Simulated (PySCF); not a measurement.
A geometry optimisation, step by step.

Species: CH₅FGeS.
Bonds: C1–S2, S2–Ge3, Ge3–F4. Hydrogens: H5, H6, H7 on C1; H8, H9 on Ge3.

Method: PBE0-D3(BJ)/def2-SVP geometry optimisation, gas phase (PySCF 2.14.0); density fitting, grid level 1; the optimiser is geomeTRIC in internal coordinates, started from a GFN2-xTB structure with every atom displaced at random (about 0.01 Å). The frame can shift and turn from step to step; on so coarse a grid that alone can change the energy by a few meV, and forces under 0.02 eV/Å are noise.

Step 0: E = -71162.1450 eV, largest atomic force 2.367 eV/Å
```
atom  x, y, z in Å  |  force x, y, z in eV/Å
C1      1.576   -0.038    0.181   -2.118   1.018  -0.283
S2      0.346   -1.129    0.993   -0.133  -0.110   0.021
Ge3    -1.524   -0.203    0.250    1.285   1.438   0.458
F4     -1.320    1.537    0.545   -0.012  -0.487   0.031
H5      2.533   -0.337    0.507    1.512  -0.560   0.498
H6      1.482   -0.111   -0.904    0.176  -0.086  -0.242
H7      1.379    1.012    0.479    0.152  -0.342  -0.060
H8     -2.719   -0.572    1.033   -0.802  -0.576   0.624
H9     -1.694   -0.175   -1.223   -0.061  -0.295  -1.048
```

Step 1: E = -71162.2839 eV, largest atomic force 1.132 eV/Å
```
atom  x, y, z in Å  |  force x, y, z in eV/Å
C1      1.502   -0.154    0.088    0.483  -0.159   0.168
S2      0.263   -1.138    0.997    0.027   0.121  -0.045
Ge3    -1.487    0.023    0.339   -0.462  -1.013  -0.205
F4     -1.196    1.672    0.755    0.039   0.583   0.074
H5      2.500   -0.509    0.414   -0.318   0.085  -0.109
H6      1.418   -0.293   -0.997   -0.029  -0.039  -0.084
H7      1.417    0.911    0.335   -0.033   0.043   0.026
H8     -2.716   -0.497    1.145    0.277   0.222  -0.266
H9     -1.641   -0.031   -1.217    0.015   0.158   0.439
```

Step 2: E = -71162.3173 eV, largest atomic force 0.109 eV/Å
```
atom  x, y, z in Å  |  force x, y, z in eV/Å
C1      1.528   -0.159    0.081    0.074  -0.021  -0.015
S2      0.277   -1.117    1.004   -0.034   0.083  -0.020
Ge3    -1.504    0.004    0.348    0.027  -0.103   0.021
F4     -1.257    1.682    0.768   -0.013   0.017   0.004
H5      2.514   -0.516    0.414   -0.065  -0.009  -0.001
H6      1.442   -0.322   -1.003   -0.013   0.004   0.010
H7      1.447    0.912    0.310   -0.016  -0.009  -0.002
H8     -2.730   -0.506    1.119    0.034   0.007  -0.015
H9     -1.656    0.006   -1.183    0.007   0.030   0.017
```

Step 3: E = -71162.3195 eV, largest atomic force 0.036 eV/Å
```
atom  x, y, z in Å  |  force x, y, z in eV/Å
C1      1.531   -0.160    0.075    0.004  -0.010  -0.025
S2      0.281   -1.100    1.014   -0.026   0.021   0.010
Ge3    -1.504    0.003    0.352    0.030   0.009   0.016
F4     -1.283    1.683    0.786   -0.013  -0.011   0.001
H5      2.512   -0.520    0.413    0.005  -0.004   0.002
H6      1.441   -0.338   -1.006   -0.003   0.007   0.004
H7      1.453    0.914    0.290    0.003  -0.001   0.000
H8     -2.727   -0.522    1.111   -0.008  -0.019   0.011
H9     -1.646    0.024   -1.177    0.007   0.008  -0.018
```

Step 4: E = -71162.3212 eV, largest atomic force 0.069 eV/Å
```
atom  x, y, z in Å  |  force x, y, z in eV/Å
C1      1.536   -0.162    0.066   -0.045  -0.007  -0.015
S2      0.286   -1.073    1.032    0.009  -0.016   0.022
Ge3    -1.505    0.006    0.361    0.006   0.068  -0.001
F4     -1.326    1.686    0.814   -0.012  -0.024  -0.005
H5      2.514   -0.526    0.405    0.037   0.000   0.000
H6      1.435   -0.359   -1.010    0.001   0.004  -0.002
H7      1.469    0.917    0.261    0.014   0.004   0.004
H8     -2.725   -0.552    1.098   -0.016  -0.020   0.013
H9     -1.626    0.046   -1.170    0.008  -0.008  -0.016
```

Step 5: E = -71162.3221 eV, largest atomic force 0.057 eV/Å
```
atom  x, y, z in Å  |  force x, y, z in eV/Å
C1      1.540   -0.163    0.059   -0.047  -0.005   0.001
S2      0.291   -1.046    1.055    0.023  -0.020   0.022
Ge3    -1.505    0.011    0.368   -0.013   0.054  -0.012
F4     -1.373    1.691    0.837   -0.010  -0.015  -0.005
H5      2.518   -0.535    0.392    0.032   0.000  -0.005
H6      1.422   -0.375   -1.012    0.003   0.002  -0.005
H7      1.489    0.919    0.239    0.015   0.004   0.003
H8     -2.722   -0.582    1.085   -0.011  -0.006   0.007
H9     -1.602    0.062   -1.164    0.008  -0.014  -0.007
```

Step 6: E = -71162.3227 eV, largest atomic force 0.028 eV/Å
```
atom  x, y, z in Å  |  force x, y, z in eV/Å
C1      1.544   -0.165    0.055   -0.022  -0.001   0.014
S2      0.298   -1.009    1.087    0.023  -0.003   0.015
Ge3    -1.505    0.019    0.376   -0.018   0.005  -0.018
F4     -1.433    1.700    0.853   -0.006   0.001  -0.003
H5      2.522   -0.553    0.369    0.009  -0.004  -0.007
H6      1.398   -0.387   -1.012    0.001   0.000  -0.004
H7      1.522    0.920    0.221    0.009   0.002   0.001
H8     -2.719   -0.612    1.067   -0.003   0.014   0.001
H9     -1.568    0.072   -1.159    0.006  -0.014   0.003
```

Step 7: E = -71162.3226 eV, largest atomic force 0.058 eV/Å
```
atom  x, y, z in Å  |  force x, y, z in eV/Å
C1      1.549   -0.168    0.053    0.018   0.004   0.019
S2      0.308   -0.952    1.136    0.010   0.022   0.004
Ge3    -1.506    0.030    0.383   -0.011  -0.054  -0.021
F4     -1.519    1.711    0.858    0.005   0.017   0.001
H5      2.523   -0.590    0.336   -0.021  -0.008  -0.005
H6      1.359   -0.394   -1.006   -0.002  -0.001  -0.001
H7      1.579    0.918    0.208   -0.004   0.000  -0.001
H8     -2.714   -0.646    1.043    0.003   0.032  -0.006
H9     -1.519    0.074   -1.154    0.000  -0.012   0.010
```

Step 8: E = -71162.3231 eV, largest atomic force 0.062 eV/Å
```
atom  x, y, z in Å  |  force x, y, z in eV/Å
C1      1.549   -0.169    0.059    0.033   0.003   0.013
S2      0.308   -0.939    1.151   -0.005   0.027   0.000
Ge3    -1.506    0.032    0.380   -0.002  -0.062  -0.009
F4     -1.530    1.716    0.841    0.009   0.022  -0.004
H5      2.520   -0.608    0.327   -0.028  -0.006  -0.001
H6      1.344   -0.385   -0.999   -0.004  -0.002   0.001
H7      1.599    0.917    0.219   -0.007  -0.001  -0.001
H8     -2.718   -0.640    1.038    0.008   0.026  -0.009
H9     -1.506    0.058   -1.157   -0.003  -0.007   0.010
```

Step 9: E = -71162.3245 eV, largest atomic force 0.044 eV/Å
```
atom  x, y, z in Å  |  force x, y, z in eV/Å
C1      1.545   -0.169    0.082    0.044   0.000  -0.006
S2      0.297   -0.931    1.172   -0.038   0.022  -0.001
Ge3    -1.506    0.030    0.361    0.018  -0.028   0.021
F4     -1.505    1.729    0.769    0.006   0.011  -0.020
H5      2.506   -0.645    0.322   -0.020   0.000   0.008
H6      1.320   -0.349   -0.979   -0.006  -0.004   0.007
H7      1.628    0.910    0.271   -0.007  -0.004  -0.002
H8     -2.735   -0.592    1.033    0.010  -0.004  -0.006
H9     -1.493    0.001   -1.175   -0.007   0.006   0.000
```

Step 10: E = -71162.3239 eV, largest atomic force 0.038 eV/Å
```
atom  x, y, z in Å  |  force x, y, z in eV/Å
C1      1.547   -0.173    0.103    0.036  -0.005  -0.010
S2      0.289   -0.888    1.212   -0.035   0.009  -0.009
Ge3    -1.506    0.036    0.348    0.018  -0.002   0.018
F4     -1.529    1.746    0.707    0.009   0.002  -0.008
H5      2.489   -0.696    0.316   -0.009   0.004   0.012
H6      1.291   -0.330   -0.954   -0.004  -0.005   0.009
H7      1.683    0.899    0.299   -0.007  -0.001  -0.003
H8     -2.743   -0.575    1.013    0.004  -0.008  -0.002
H9     -1.461   -0.037   -1.186   -0.011   0.007  -0.006
```

Step 11: E = -71162.3245 eV, largest atomic force 0.020 eV/Å
```
atom  x, y, z in Å  |  force x, y, z in eV/Å
C1      1.547   -0.174    0.105    0.009  -0.002  -0.007
S2      0.283   -0.907    1.197   -0.017   0.002   0.000
Ge3    -1.507    0.035    0.344    0.014   0.013   0.007
F4     -1.502    1.745    0.706   -0.002  -0.001  -0.009
H5      2.493   -0.683    0.333    0.000   0.001   0.010
H6      1.308   -0.338   -0.956    0.000  -0.006   0.005
H7      1.662    0.900    0.301   -0.002  -0.001  -0.002
H8     -2.745   -0.564    1.018    0.002  -0.009   0.001
H9     -1.480   -0.033   -1.191   -0.004   0.004  -0.005
```

**Question.** Summarise the path.

**Answer.** The energy falls by 17.32 kJ/mol from step 0 to step 11; nine tenths of that is first reached at step 2. It rises by more than 0.2 meV at step 10. The largest force goes from 2.367 to 0.020 eV/Å. Among the bonds Ge3–H8 changes most, from 1.475 to 1.532 Å; the atoms move by 0.233 Å rms after alignment.

**Question.** Follow the three bonds and two angles with the largest change from start to end.

**Answer.** 
```tsv
step	E above end (kJ/mol)	largest force (eV/Å)	Ge3–H8 (Å)	Ge3–H9 (Å)	C1–H5 (Å)	F4–Ge3–H9 (°)	S2–Ge3–H9 (°)
0	17.32	2.367	1.475	1.484	1.053	99.2	115.9
1	3.92	1.132	1.560	1.564	1.109	106.8	111.0
2	0.69	0.109	1.535	1.538	1.100	104.6	112.1
3	0.48	0.036	1.532	1.536	1.098	104.2	112.4
4	0.33	0.069	1.531	1.536	1.097	104.0	112.5
5	0.23	0.057	1.532	1.536	1.097	103.9	112.3
6	0.18	0.028	1.533	1.537	1.098	104.0	111.9
7	0.19	0.058	1.533	1.537	1.099	104.2	111.2
8	0.13	0.062	1.533	1.537	1.099	104.3	111.0
9	0.00	0.044	1.533	1.537	1.099	104.6	110.7
10	0.06	0.038	1.532	1.536	1.099	104.6	110.4
11	0.00	0.020	1.532	1.537	1.098	104.5	110.8
```

The cost below is that of the whole optimisation. Time: 46 s of wall time; peak memory 0.43 GiB. Hardware: an Arm Neoverse V2 with one thread, no GPU, shared host with 48 logical CPUs at a one-minute load of 36.
